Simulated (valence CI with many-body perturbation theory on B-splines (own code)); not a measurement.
**Pr28+: electric-dipole lines**

Calculated by relativistic CI+MBPT: three valence electrons over a frozen Dirac-Fock core [Ar] 3d10, a basis of 11 s, 11 p, 10 d, 8 f, 5 g, 2 h functions for each j, with the one-electron correlation potential Σ1, the two-electron term Σ2, the three-electron term Σ3, Breit, model QED; selected CI, second order for the rest, scaled by the run's own slope (own B-spline code, finite nucleus).

No measured spectrum was set against this ion. As an estimate, large intervals hold to a few tenths of a per cent, small ones and those within an open d or f shell to about a per cent.

Lines 1 to 50 of 543 in falling wavelength, among levels below 32.289 Ry, chosen from the strongest by gf and those to the six lowest levels. Wavelengths and rates use the calculated energies. Electric multipoles are in the length gauge, E1 and E2 with the static RPA response of the core. Weak lines are less certain than strong ones. Lines between different terms over intervals too small for the method are left out, as are lines whose strength nearly cancels. Where a level lies close to another of its J and parity, the split of strength between their lines is uncertain. The highest levels of a list are the least certain.

Levels are named by their leading jj configuration (3d3/2^4 stands for four electrons in 3d with j = 3/2), which in mixed levels can hold well under half, so a name can repeat and another be missing. Letters in brackets count levels of one name in rising energy.

```tsv
λ vac (Å)	Upper	Lower	A (s⁻¹)	S (a.u.)
405.2	(4s^2 5p1/2) J=1/2	(4s^2 5s) J=1/2	7.18e+09	4.72e-01
387.4	(4s 4p1/2^2) J=1/2	(4s^2 4p3/2) J=3/2	5.38e+07	3.09e-03
234.1	(4s 4p1/2 4p3/2) J=3/2 [a]	(4s^2 4p3/2) J=3/2	6.99e+08	1.77e-02
233.5	(4p1/2 4p3/2 4f7/2) J=11/2	(4s 4p3/2 4f7/2) J=9/2 [b]	3.46e+09	2.61e-01
231.0	(4p1/2 4p3/2 4f5/2) J=9/2	(4s 4p3/2 4f5/2) J=7/2 [c]	5.15e+09	3.13e-01
229.4	(4p1/2 4d3/2 4d5/2) J=9/2	(4s 4d3/2 4d5/2) J=7/2 [b]	4.53e+09	2.70e-01
217.4	(4p1/2 4p3/2 4d5/2) J=9/2	(4s 4p3/2 4d5/2) J=7/2 [a]	5.15e+09	2.61e-01
216.5	(4p1/2 4p3/2 4f5/2) J=7/2	(4s 4p3/2 4f7/2) J=5/2 [b]	5.47e+09	2.19e-01
212.5	(4s 4p1/2 4p3/2) J=5/2	(4s^2 4p3/2) J=3/2	5.09e+09	1.45e-01
204.5	(4s 4p1/2^2) J=1/2	(4s^2 4p1/2) J=1/2	8.13e+09	6.86e-02
196.9	(4p1/2^2 4p3/2) J=3/2	(4s 4p1/2 4p3/2) J=3/2 [b]	7.37e+09	1.11e-01
194.5	(4p1/2 4p3/2 4d5/2) J=5/2 [b]	(4s 4p3/2 4d5/2) J=7/2 [b]	9.79e+09	2.13e-01
194.1	(4p1/2 4d5/2^2) J=7/2	(4s 4d3/2 4d5/2) J=9/2	8.13e+09	2.35e-01
193.4	(4p1/2^2 4f5/2) J=5/2	(4s 4p1/2 4f5/2) J=3/2	1.03e+10	2.21e-01
190.3	(4p1/2 4p3/2 4f7/2) J=9/2 [a]	(4s 4p3/2 4f7/2) J=9/2 [a]	8.37e+09	2.84e-01
187.7	(4p1/2 4d5/2^2) J=9/2	(4s 4d5/2^2) J=9/2	8.69e+09	2.84e-01
186.0	(4s 4p1/2 4p3/2) J=3/2 [b]	(4s^2 4p3/2) J=3/2	4.80e+09	6.09e-02
185.0	(4p1/2 4p3/2 4f7/2) J=11/2	(4s 4p3/2 4f7/2) J=11/2	1.03e+10	3.85e-01
183.0	(4p1/2^2 4f7/2) J=7/2	(4s 4p1/2 4f7/2) J=7/2 [b]	7.81e+09	1.89e-01
182.9	(4p1/2 4p3/2 4f7/2) J=7/2 [b]	(4s 4p3/2 4f7/2) J=9/2 [a]	1.10e+10	2.65e-01
181.7	(4p1/2 4p3/2^2) J=5/2	(4s 4p3/2^2) J=5/2	1.13e+10	2.01e-01
180.7	(4p1/2 4p3/2 4f7/2) J=9/2 [b]	(4s 4p3/2 4f7/2) J=11/2	1.50e+10	4.36e-01
180.0	(4p1/2^2 4d3/2) J=3/2	(4s 4p1/2 4d3/2) J=5/2	1.94e+10	2.23e-01
179.6	(4p1/2 4p3/2 4d5/2) J=7/2 [a]	(4s 4p3/2 4d5/2) J=9/2	2.11e+10	4.82e-01
179.3	(4p1/2 4d3/2 4d5/2) J=7/2 [b]	(4s 4d5/2^2) J=9/2	1.22e+10	2.78e-01
178.6	(4p1/2^2 4f7/2) J=7/2	(4s 4p1/2 4f7/2) J=9/2	1.75e+10	3.94e-01
178.3	(4p1/2^2 4d5/2) J=5/2	(4s 4p1/2 4d5/2) J=7/2	2.65e+10	4.45e-01
176.9	(4s 4p1/2 4p3/2) J=1/2	(4s^2 4p3/2) J=3/2	9.65e+09	5.27e-02
176.4	(4p1/2 4d3/2 4d5/2) J=5/2 [b]	(4s 4d3/2 4d5/2) J=7/2 [a]	1.19e+10	1.94e-01
175.0	(4p1/2 4p3/2 4d5/2) J=5/2 [a]	(4s 4p3/2 4d3/2) J=7/2	1.15e+10	1.82e-01
173.9	(4p1/2^2 4p3/2) J=3/2	(4s 4p1/2 4p3/2) J=5/2	3.38e+10	3.50e-01
172.6	(4p1/2 4p3/2 4d5/2) J=9/2	(4s 4p3/2 4d5/2) J=9/2	1.67e+10	4.23e-01
167.9	(4p1/2 4p3/2 4d3/2) J=5/2 [b]	(4s 4p3/2 4d3/2) J=7/2	1.38e+10	1.94e-01
161.7	(4p1/2^2 4p3/2) J=3/2	(4s 4p1/2 4p3/2) J=3/2 [a]	1.01e+10	8.47e-02
156.9	(4p3/2^2 4f7/2) J=11/2	(4s 4p3/2 4f7/2) J=9/2 [c]	2.34e+10	5.35e-01
152.0	(4s 4p1/2 4p3/2) J=3/2 [a]	(4s^2 4p1/2) J=1/2	2.67e+08	1.85e-03
149.5	(4p3/2^2 4d5/2) J=9/2	(4s 4p3/2 4d5/2) J=7/2 [b]	2.81e+10	4.64e-01
149.3	(4p1/2 4p3/2 4f5/2) J=7/2	(4s 4p1/2 4f5/2) J=7/2	1.80e+10	2.36e-01
146.7	(4p3/2 4d5/2^2) J=9/2 [b]	(4s 4d5/2^2) J=7/2	2.42e+10	3.77e-01
146.1	(4s 4p3/2^2) J=5/2	(4s^2 4p3/2) J=3/2	1.13e+10	1.04e-01
146.0	(4p3/2^2 4d5/2) J=5/2 [a]	(4s 4p3/2 4d5/2) J=3/2	2.35e+10	2.17e-01
145.2	(4p3/2^3) J=3/2	(4s 4p3/2^2) J=3/2	3.99e+10	2.41e-01
145.0	(4p3/2^2 4f7/2) J=7/2	(4s 4d5/2^2) J=7/2	1.59e+10	1.91e-01
144.8	(4p3/2 4d3/2 4d5/2) J=7/2 [a]	(4s 4d3/2 4d5/2) J=5/2 [b]	1.30e+10	1.56e-01
144.5	(4p1/2 4p3/2^2) J=3/2	(4s 4p1/2 4p3/2) J=3/2 [b]	1.66e+09	9.93e-03
144.4	(4p3/2^2 4d3/2) J=7/2	(4s 4p3/2 4d3/2) J=5/2 [b]	1.92e+10	2.29e-01
144.2	(4p3/2^2 4f7/2) J=11/2	(4s 4p3/2 4f7/2) J=9/2 [b]	1.31e+10	2.33e-01
143.5	(4p1/2 4p3/2^2) J=5/2	(4s 4p1/2 4p3/2) J=3/2 [b]	1.04e+10	9.06e-02
143.2	(4p3/2 4d5/2^2) J=11/2	(4s 4d5/2^2) J=9/2	2.49e+10	4.33e-01
143.2	(4s 4p3/2 4f7/2) J=5/2 [b]	(4s^2 4f5/2) J=5/2	2.21e+10	1.92e-01
```
